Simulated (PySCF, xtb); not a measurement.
C₃H₆BFO₂, SMILES CCC(=O)B(O)F.

GFN2-xTB in xtb at its own geometry gives an orbital gap of 3.35 eV and a dipole moment of 3.62 D.

The structure is a stationary point at r2SCAN-D4/def2-SVP. The structure was generated by enumeration, and PubChem lists no compound with its InChIKey, so it may never have been made. One conformer was computed; it need not be the lowest.

### Question
What does PBE/def2-TZVP (PySCF) give? (Estimate from the structure and the level; the computed values follow.)

### Answer
gap 2.69 eV (levels -5.49 and -2.80 eV), dipole 3.29 D.
